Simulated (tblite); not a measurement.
Species: C6H6NS2 (doublet state).
Z-matrix (Å and degrees, GFN2-xTB geometry), rows numbered from 1:
```
C 
N   1  1.4205
C   2  1.2690  1  120.30
C   3  1.4288  2  120.77  1   179.91
C   4  1.3919  3  127.30  2    -0.47
C   5  1.3795  4  113.44  3  -179.66
C   6  1.3981  5  113.67  4    -0.11
S   7  1.6683  6  127.43  5  -179.90
S   4  1.7276  3  121.09  2   179.76
H   1  1.0915  2  108.08  3  -123.47
H   1  1.0917  2  108.06  3   120.84
H   1  1.0985  2  113.92  3    -1.26
H   3  1.0999  2  123.07  1     0.05
H   5  1.0744  4  121.18  3     0.31
H   6  1.0750  5  125.15  4   179.82
```

Computed values, GFN2-xTB/tblite, gas phase, harmonic and unscaled. The method is semi-empirical: single wavenumbers can be off by several per cent or more. One conformer, not necessarily the lowest. Open shells enter through the occupations alone, without spin polarisation, and single modes of such species can be off by tens of per cent.

Harmonic wavenumbers (cm⁻¹): 58.6, 103.0, 121.2, 173.5, 207.3, 237.2, 309.8, 315.4, 368.5, 467.0, 480.3, 550.5, 621.8, 671.9, 798.9, 819.9, 854.2, 908.6, 931.7, 1021.4, 1067.0, 1074.9, 1124.3, 1158.5, 1175.5, 1282.8, 1347.5, 1383.8, 1408.1, 1444.2, 1451.6, 1463.0, 1645.3, 2836.6, 2890.2, 2972.3, 2992.5, 3137.7, 3150.5.

A = 4752, B = 542.8, C = 488.6 MHz; mass 155.994 u (most abundant isotopes); point group Cs, symmetry number 1; spin multiplicity 2.

Q: Zero-point energy?

A: Half the sum of the wavenumbers: 22513 cm⁻¹ = 269.32 kJ/mol.

Q: What is S at 298.15 K and 1 bar for an ideal gas of classical rigid rotors and harmonic oscillators?

A: Translation 171.84, rotation 125.20, vibration 105.22, spin (R ln 2) 5.76: S = 408.0 J/(mol K).

Q: And Cp and H(298.15 K) − H(0)?

A: Cp = 146.54 J/(mol K), of which vibrations give 113.28 (their classical limit is 39 R = 324.3); H(298.15 K) − H(0) = 27.04 kJ/mol without the zero-point energy, 17.13 from vibrations.

Q: Which modes carry the vibrational entropy at 298.15 K?

A: 58.6 cm⁻¹: 18.84; 103.0 cm⁻¹: 14.21; 121.2 cm⁻¹: 12.89; 173.5 cm⁻¹: 10.03; 207.3 cm⁻¹: 8.65; 237.2 cm⁻¹: 7.63 J/(mol K); the other 33 give 32.96 together.

Q: Blend soft modes into free rotors: weight 1/[1 + (100 cm⁻¹/ν̃)⁴] for the oscillator and the rest for a rotor with moment μB/(μ + B), μ = h/(8π²ν), B = 10⁻⁴⁴ kg m². What vibrational entropy results?

A: 99.41 J/(mol K) in place of 105.22, which changes −T·S at 298.15 K by +1.73 kJ/mol.

Q: How do the functions run with temperature in this model?

A: 
```csv
T (K),S (J/(mol K)),Cp (J/(mol K)),H − H(0) (kJ/mol),G − H(0) (kJ/mol),ln q(vib)
100,293.9,73.4,5.06,-24.33,1.21
200,356.9,111.6,14.37,-57.02,3.47
300,408.9,147.2,27.31,-95.36,5.79
500,499.0,207.3,63.11,-186.41,10.35
800,609.6,261.8,134.33,-353.36,16.76
1000,670.6,284.1,189.05,-481.53,20.66
```

q(vib) and H(0) count from the zero-point level.

Q: What must be added to the electronic energy to get the Gibbs energy at 298.15 K and 1 bar?

A: ZPE + [H(298.15 K) − H(0)] − T·S = 269.32 + 27.04 − 121.65 = 174.71 kJ/mol.

Hindered rotation and anharmonicity are outside this model. Other conformers, if any are populated, would add a mixing term that is left out.
